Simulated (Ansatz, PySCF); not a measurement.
System: B₂H₄, charge -1, multiplicity 2. It need not be the lowest isomer of its formula. SMILES: [BH2-]B
Geometry from a B3LYP-D3(BJ)/def2-TZVP (Ansatz, a first-principles code) optimisation:
```
B
H 1 1.2199
H 1 1.2199 2 112.70
B 1 1.6411 2 123.65 3 -180.00
H 4 1.2199 1 123.65 2 180.00
H 4 1.2199 5 112.70 1 -180.00
```
Charge -1, spin multiplicity 2.

Quantity: vertical ionisation energy (to the singlet state of charge +0; each state is the SCF solution reached for its spin), in eV. Valence correlation only, unless marked. Open shells are spin-unrestricted. No spin-orbit coupling. No relativistic terms. Anions need diffuse functions: aug- sets have them; def2-D sets add few. CBS(X,Y): correlation extrapolated as X^-3; Hartree-Fock from the larger set. [CCSD(T)-MP2]/basis is that difference in the basis named.

```tsv
level	program	vertical ionisation energy (eV)
M06-2X/def2-TZVPD	PySCF	?
wB97X-V/def2-TZVPD	Ansatz	1.49
B2PLYP/def2-TZVPD	Ansatz	1.53
RI-MP2/CBS(aug-cc-pVTZ,aug-cc-pVQZ)+[CCSD(T)-MP2]/aug-cc-pVTZ	Ansatz	?
```

Task: Complete the blanks.

Result: 
- M06-2X/def2-TZVPD, vertical ionisation energy (eV): 1.56
- RI-MP2/CBS(aug-cc-pVTZ,aug-cc-pVQZ)+[CCSD(T)-MP2]/aug-cc-pVTZ, vertical ionisation energy (eV): 1.58
